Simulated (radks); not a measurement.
Results of a calculation; reference values are marked as such.
All-electron atom: As II in [Ar] 3d10 4s2 4p2 (the NIST ground configuration). Code: a radial shooting solver on a logarithmic mesh with Libxc functionals. Model: Dirac Kohn-Sham, LDA (Slater exchange, Perdew-Wang correlation), spin-unpolarised, spherical densities, finite nucleus; open shells fill j = l - 1/2 first; Fermi nuclear charge, rms radius 4.0968 fm. Some entries of the table are withheld. Estimate them.

| orbital | occ. | eigenvalue (eV) | <r> (bohr) | <r^2> (bohr^2) |
|---|---|---|---|---|
| 1s1/2 | 2 | -11704.62 | 0.04556 | 0.002793 |
| 2s1/2 | 2 | -1493.333 | 0.2028 | 0.04858 |
| 2p1/2 | 2 | -1336.638 | (1) | 0.03752 |
| 2p3/2 | 4 | -1300.149 | (2) | 0.03900 |
| 3s1/2 | 2 | (3) | 0.5993 | 0.4143 |
| 3p1/2 | 2 | -146.3925 | 0.6107 | 0.4387 |
| 3p3/2 | 4 | -141.3560 | 0.6214 | 0.4542 |
| 3d3/2 | 4 | (4) | (5) | 0.5764 |
| 3d5/2 | 6 | (6) | (7) | 0.5846 |
| 4s1/2 | 2 | -23.4898 | 1.871 | 4.006 |
| 4p1/2 | 2 | -13.6822 | 2.281 | 6.035 |
| 4p3/2 | 0 | -13.3383 | 2.319 | 6.237 |

Answer. 
(1) 2p1/2 <r> (bohr): 0.1748
(2) 2p3/2 <r> (bohr): 0.1785
(3) 3s1/2 eigenvalue (eV): -199.0528
(4) 3d3/2 eigenvalue (eV): -50.9224
(5) 3d3/2 <r> (bohr): 0.6751
(6) 3d5/2 eigenvalue (eV): -50.1911
(7) 3d5/2 <r> (bohr): 0.6799
